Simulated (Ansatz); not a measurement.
The same path of BFH2 + BrH (6 atoms, charge 0, multiplicity 1) was run 3 times with different band settings. Lost on the way: Br5–H6. Made: B1–Br5, F2–H6.

These are results of Ansatz 0.2.0, RKS PBE0/def2-SVP, not measurements.

Relaxed end points:

```xyz
6
Properties=species:S:1:pos:R:3
B -0.008 0.301 -0.066
F -0.016 0.714 1.193
H 1.063 0.202 -0.617
H -1.074 0.133 -0.609
Br 0.094 -2.646 0.879
H 0.085 -1.987 2.141
```

```xyz
6
Properties=species:S:1:pos:R:3
B 0.016 -0.398 -0.113
F 0.009 0.114 1.685
H 1.058 0.090 -0.456
H -1.059 0.021 -0.444
Br 0.082 -2.340 0.240
H 0.040 -0.770 2.011
```

Common settings: spring 5.0 eV/Å²; optimiser quadratic models (default); force threshold 0.05 eV/Å; end points relaxed.

| run | movable images | climbing image | start path | iteration limit |
| --- | --- | --- | --- | --- |
| 1 | 9 | yes | through a guess of the saddle point | 57 |
| 2 | 2 | no | through a guess of the saddle point | 60 |
| 3 | 9 | yes | straight line | 60 |

(1) What does each run give, and how far can it be trusted?

## Answers

(1) Run 1: converged after 11 iterations, highest image 0.801 eV above the first end. A vibrational analysis at the climbing image gives one clearly imaginary mode, 874i cm⁻¹: a first-order saddle point.
Run 2: converged after 10 iterations, highest image 0.773 eV above the first end. No image climbed, so the highest image needn't sit at the top of the path. So few images can step over the top or miss a turn of the path.
Run 3: converged after 9 iterations, highest image 0.801 eV above the first end. Another band between the same ends (9 images) ends at a top of the same energy, where a vibrational analysis finds 1 clearly imaginary mode.
The orbitals stay closed-shell, which can raise the energy where a bond breaks towards radicals; this wasn't checked here.
